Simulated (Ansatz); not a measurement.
Ansatz (a quantum-chemistry and plane-wave program) input (CCSD(T)/cc-pVTZ):

Ansatz 0.2 input:
```yaml
crystal:
  periodic: [false, false, false]
  atoms:
    - {symbol: C, position_ang: [1.16415297, -0.10205851, -0.42726877]}
    - {symbol: N, position_ang: [0.63102203, -1.23167218, -0.50521290]}
    - {symbol: C, position_ang: [-0.68143417, -1.22628947, -0.04902416]}
    - {symbol: C, position_ang: [-1.11007099, -0.01240266, 0.38189915]}
    - {symbol: S, position_ang: [0.16744167, 1.15930947, 0.21161014]}
    - {symbol: H, position_ang: [-1.25680093, -2.13868335, -0.06180368]}
    - {symbol: H, position_ang: [-2.07530684, 0.25594090, 0.77889446]}
basis:
  gaussian:
    orbitals: cc-pVTZ
magnetization: {spin_polarized: true, initial_magnetization: 1}
correlation: {method: ccsd_t, electrons: outside_noble_gas}
```

Output:

```
Functional definition: HF
integrals: 1.03 GiB planned
1072 factors; integrals over basis functions are off by at most 1.1e-3 eV
0.99 GiB of device memory are held for the factors and their scratch space
mean field: 0.83 GiB planned
mean field evaluation 1: about -15417.9895 eV, gradient 2.3e1 eV
mean field evaluation 2: about -15418.0013 eV, gradient 2.3e1 eV
mean field evaluation 4: about -15421.3020 eV, gradient 4.5e0 eV
mean field evaluation 8: about -15421.5572 eV, gradient 5.1e-1 eV
mean field evaluation 16: about -15421.6378 eV, gradient 6.2e-2 eV
mean field evaluation 32: about -15421.5842 eV, gradient 3.8e-1 eV
mean field evaluation 64: about -15419.3910 eV, gradient 2.0e-4 eV
mean field evaluation 96: about -15418.8305 eV, gradient 2.1e0 eV
mean field evaluation 128: about -15419.3910 eV, gradient 2.0e-4 eV
mean field -15421.63822298 eV, -566.7347515327 hartree, gradient 1.6e-6 eV, S^2 1.019869; 3 other end points of the search recorded, 0 dependent functions left out
determinant -15421.63822298 eV, -566.7347515327 hartree, with singles and doubles -15444.23193221 eV, -567.5650550324 hartree
determinant -15419.39097924 eV, -566.6521668486 hartree, with singles and doubles -15441.97442770 eV, -567.4820932718 hartree
9 core orbitals not correlated
reference -15421.63822298 eV, -566.7347515327 hartree; 13, 12 occupied and 160, 161 virtual orbitals, 1072 factors
second order -21.45077299 eV of doubles, -0.00000000 eV of singles
coupled cluster: 6.25 GiB planned
cycle   1  -22.37407339 eV  change    -1.5e0 eV  update   3.0e-2
cycle   2  -22.43990429 eV  change   -6.6e-2 eV  update   8.5e-3
cycle   3  -22.43645249 eV  change    3.5e-3 eV  update   5.3e-3
cycle   4  -22.44646223 eV  change   -1.0e-2 eV  update   3.3e-3
cycle   5  -22.45405095 eV  change   -7.6e-3 eV  update   1.9e-3
cycle   6  -22.45641795 eV  change   -2.4e-3 eV  update   7.8e-4
cycle   7  -22.45729742 eV  change   -8.8e-4 eV  update   3.3e-4
cycle   8  -22.45732917 eV  change   -3.2e-5 eV  update   1.9e-4
cycle   9  -22.45709224 eV  change    2.4e-4 eV  update   8.8e-5
cycle  10  -22.45698851 eV  change    1.0e-4 eV  update   4.3e-5
cycle  11  -22.45697883 eV  change    9.7e-6 eV  update   1.9e-5
coupled cluster: 6.25 GiB planned
perturbative correction -1.30934978 eV, -0.0481177170 hartree
Total energy: -15445.40455159 eV, -567.6081479997 hartree
```

It need not be the lowest isomer of its formula.

The determinant is spin-contaminated: <S^2> is 1.02 against 0.75 for a pure state.
